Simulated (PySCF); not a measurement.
# Name the molecule from its bond curve

A diatomic of charge 0 contains Zn. Its doublet curve at PBE0 in a double-zeta basis (no relativity, PySCF), in eV from the separated fragments:

| R (Å) | E (eV) |
| --- | --- |
| 1.953 | -0.223 |
| 2.044 | -0.379 |
| 2.135 | -0.461 |
| 2.203 | -0.488 |
| 2.271 | -0.494 |
| 2.339 | -0.486 |
| 2.430 | -0.461 |
| 2.543 | -0.416 |
| 2.680 | -0.355 |
| 2.861 | -0.276 |

The fit gives ωe = 306 cm⁻¹ and the rotational constant Bₑ = 0.3503 cm⁻¹.

Q: Which atom is the partner?

A: The minimum lies at 2.264 Å, so the reduced mass is 16.8576 u Å² cm⁻¹/(Bₑ·Re²) = 9.389 u. With Zn at 63.93 u the partner weighs about 11.0 u: B. The molecule is ZnB.

The state was picked by a PBE0 search and need not be the measured ground state.
